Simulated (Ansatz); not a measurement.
A structure relaxed at PBE0-D4/def2-TZVP, charge 0, multiplicity 1:

```xyz
8

Cl   -1.014   -2.470    1.742
In   -0.212   -1.640   -0.253
F    -1.219    0.219   -0.398
In    0.213    1.639    0.253
Cl    1.006    2.477   -1.742
F     1.222   -0.219    0.395
H     0.160   -2.304   -1.755
H    -0.155    2.298    1.758
```

Give its formula and SMILES.

Cl2F2H2In2, `[Cl][In@H-]1[F+][In@H-]([Cl])[F+]1`.

Point group (tolerance 0.08 Å, 0.16 Å for H)?

C2h.

Summarise the bond lengths by kind.

2 × Cl–In 2.305 Å; 4 × F–In 2.119 Å; 2 × H–In 1.684 Å.

Results of the Gaussian-basis code of Ansatz.
